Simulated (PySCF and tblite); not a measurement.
Results of a calculation; reference values are marked as such.
Conformers and averaged properties: C5H11FOSSi, numbered as in [O:1]=[S@@:2]1[CH2:3][CH2:4][CH2:5][C@@H:6]([F:7])[C@@H:8]1[SiH3:9]

Search: ETKDG and KDG, MMFF94s, GFN2-xTB, 60 starts; geometries at GFN2-xTB. Free energies are B3LYP-D3(BJ)/def2-SVP single points with GFN2-xTB rigid-rotor and vibrational terms (modes under about 100 cm⁻¹ blended into free rotors). Symmetry numbers and mirror images are counted. Conformers within 2.5 kcal/mol (GFN2-xTB free energy) were kept, 5 at most. GIAO shieldings: KT3/6-31G*. Shifts are against CFCl3 (¹⁹F) at the same level. Codes: tblite and PySCF.

The 6-ring runs over atoms 2–3–4–5–6–8.

```tsv
conformer	shape	symmetry	E(GFN2) kcal/mol	E(DFT) kcal/mol	G(298.15 K) kcal/mol	weight %	dipole D
1	6-ring chair (O1 axial)	C1	0.00	0.00	0.00	97.2	3.24
2	6-ring chair (F7, Si9 axial)	C1	0.51	1.44	2.11	2.8	3.05
```

Weights (%) against temperature:

```tsv
T (K)	1	2	S(mix) cal/mol/K
250	98.4	1.6	0.16
298.15	97.2	2.8	0.25
350	95.8	4.2	0.35
```

Averaged shifts at 298.15 K. ¹⁹F: -213.9 (F7) ppm.

Coordinates of conformer 1 (Å):

```xyz
20

O     0.072   -2.414    0.387
S    -0.351   -1.653   -0.791
C     1.198   -0.894   -1.479
C     1.998   -0.246   -0.368
C     1.251    0.935    0.244
C    -0.057    0.471    0.872
F    -0.639    1.545    1.537
C    -1.042   -0.083   -0.129
Si   -2.732   -0.510    0.656
H     1.751   -1.712   -1.939
H     0.888   -0.188   -2.247
H     2.966    0.086   -0.750
H     2.177   -1.000    0.403
H     1.037    1.690   -0.519
H     1.862    1.404    1.018
H     0.137   -0.286    1.643
H    -1.149    0.582   -0.986
H    -3.336    0.736    1.119
H    -3.517   -1.115   -0.424
H    -2.519   -1.448    1.751
```

Coordinates of conformer 2 (Å):

```xyz
20

O     0.837    2.529    0.019
S    -0.065    1.656   -0.772
C    -1.333    1.088    0.443
C    -1.901   -0.263    0.062
C    -0.836   -1.354    0.142
C     0.249   -1.150   -0.907
F    -0.341   -1.250   -2.167
C     0.978    0.164   -0.803
Si    2.147    0.472    0.691
H    -0.851    1.073    1.418
H    -2.104    1.859    0.441
H    -2.296   -0.223   -0.956
H    -2.727   -0.514    0.732
H    -1.299   -2.328   -0.027
H    -0.365   -1.361    1.127
H     0.974   -1.975   -0.868
H     1.568    0.285   -1.716
H     2.753   -0.861    0.880
H     3.197    1.410    0.343
H     1.408    0.753    1.915
```

Unscaled ¹⁹F shifts at such levels can be off by tens of ppm; differences between conformers or isomers are more reliable.

Search and properties took 2.3 min on 1 thread of Arm Neoverse V1, shared host (rough), launched as `OMP_NUM_THREADS=1 python ens_run.py task.json out`.


Conformer gaps in def2-SVP on xTB geometries can be 2 kcal/mol too large for S=O, P=O and other polar bonds.